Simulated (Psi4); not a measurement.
Interaction energy of HLiO ··· H3N (SMILES [Li][OH] and N). Monomers: optimised at B3LYP-D3(BJ) (def2-TZVP), held rigid. Orientation: a higher rigid-body minimum at GFN2-xTB (searched outside a hard wall at short contacts). The monomers approach along the line of their centres of mass (distance R); nothing else relaxes. The shortest distances reach bonding range, where SAPT0 and rigid monomers are unreliable.

Geometry at R = 3.26 Å (first 3 atoms: monomer A):
```
7

Li    -0.8318    -0.7893    -0.7412
O      0.1215     0.1194     0.1178
H      0.7103     0.6699     0.6234
N     -2.0641    -2.6195    -0.6481
H     -2.3925    -2.4702     0.2992
H     -2.8814    -2.6939    -1.2428
H     -1.5944    -3.5175    -0.6667
```

B3LYP/def2-TZVP, counterpoise-corrected (Psi4); SCS-MP2/aug-cc-pVTZ = DF-SCS-MP2/aug-cc-pVTZ, all electrons correlated, counterpoise-corrected (Psi4); MP2/aug-cc-pVTZ = DF-MP2/aug-cc-pVTZ, all electrons correlated, counterpoise-corrected (Psi4); wB97M-V/def2-TZVP, counterpoise-corrected (Psi4).

Interaction energies in kcal/mol:

```tsv
R / Å	B3LYP/def2-TZVP	SCS-MP2/aug-cc-pVTZ	MP2/aug-cc-pVTZ
2.85	-14.06	-13.19	-13.56
3.10	-17.73	-17.16	-17.37
3.26	-17.23	-16.75	-16.91
3.42	-15.87	-15.44	-15.56
3.68	-13.12	-12.73	-12.81
3.95	-10.40	-10.05	-10.10
4.25	-7.91	-7.64	-7.68
4.80	-4.84	-4.70	-4.72
5.44	-2.90	-2.85	-2.86
6.45	-1.48	-1.47	-1.47
7.73	-0.75	-0.75	-0.75
```

Problem. Estimate the wB97M-V/def2-TZVP values at these points.

Solution. 2.85: -14.50; 3.10: -18.20; 3.26: -17.70; 3.42: -16.33; 3.68: -13.54; 3.95: -10.76; 4.25: -8.21; 4.80: -5.05; 5.44: -3.03; 6.45: -1.53; 7.73: -0.76 (kcal/mol).
